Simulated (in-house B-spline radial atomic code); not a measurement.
Ionising the aluminium ion Al²⁺ with different functionals

Computed with an all-electron radial atomic-structure program (B-spline basis): four-component Dirac-Coulomb Hamiltonian, Fermi nucleus of rms radius 3.061 fm, spin-restricted, spherical fractional occupations for the functionals, and exact exchange of hybrids averaged over the configuration. The ionisation energy is the difference of two self-consistent energies, [Ne] 3s1 → [He] 2s2 2p6, without Breit or QED terms; ε is the level of the shell that loses the electron (mean over j).

```json
{"method": "PBE0", "rung": "global hybrid", "ΔSCF (eV)": "28.44", "-ε(3s) (eV)": "25.00"}
{"method": "B97-1", "rung": "global hybrid", "ΔSCF (eV)": "28.41", "-ε(3s) (eV)": "24.77"}
{"method": "HSE06", "rung": "range-separated hybrid", "ΔSCF (eV)": "28.43", "-ε(3s) (eV)": "24.61"}
{"method": "LC-wPBE", "rung": "range-separated hybrid", "ΔSCF (eV)": "28.43", "-ε(3s) (eV)": "27.66"}
```

**Question.** Among the functionals, which spreads more, the ΔSCF values or the orbital energies?

**Answer.** The orbital energies: ΔSCF values span about 0.03 eV and the orbital energies 3.04 eV; here energy differences depend much less on the functional than eigenvalues do.

**Question.** How do they compare with the NIST value?

**Answer.** NIST lists 28.448 eV (measured, ground level to ground level). Errors run from -0.04 to -0.01 eV; PBE0 is closest (-0.01 eV), but part of that can be cancellation, since the calculations leave out Breit-QED terms, spin polarisation.
